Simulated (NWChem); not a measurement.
A series in which one site is exchanged, each optimised at PBE0/def2-SVP with NWChem, gas phase unless a solvent is named. This build's default masses of Se (78.918 u) and Br (79.917 u) are each other's, which moves their modes by up to 0.6 %. Some are not confirmed as minima by frequencies. def2 effective core potentials on I; no spin-orbit coupling.

A: [Br][Be][SiH3] (BeSiH3Br; site = Br)
B: [BeH][SiH3] (BeSiH4; site = H)
C: [I][Be][SiH3] (BeSiH3I; site = I)
D: [SiH3][Be][Cl] (BeSiH3Cl; site = Cl)

Question: Rank them by lowest singlet excitation, B3LYP/def2-SVPD, TDA (eV), lowest first.

Answer: B (5.04), C (5.11), A (5.79), D (6.00)
